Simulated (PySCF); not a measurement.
Computed IR spectrum (relative IR intensity) of a molecule C5H4O2. Geometry: PBE-D3(BJ)/def2-SVP. The values are those of a single conformer. These are PySCF with PBE-D3(BJ)/def2-SVP values and carry that method's errors. No scaling factor is applied to the harmonic values.

```
ν (cm⁻¹)  relative intensity
--------  ------------------
164                      3.2
272                      3.0
491                      2.8
502                      3.0
611                      4.0
736                      2.9
809                       40
878                      8.1
883                       17
1021                      17
1061                     6.7
1162                      50
1241                      95
1337                      25
1579                      55
1684                      31
1761                     100
```

Task: Which molecule gave these data?
A) C=C1C=COC1=O
B) C=C1OC=CC1=O
C) C=C=C1OCC1=O
D) C=C=C1OC=CO1

Result: B, C=C1OC=CC1=O
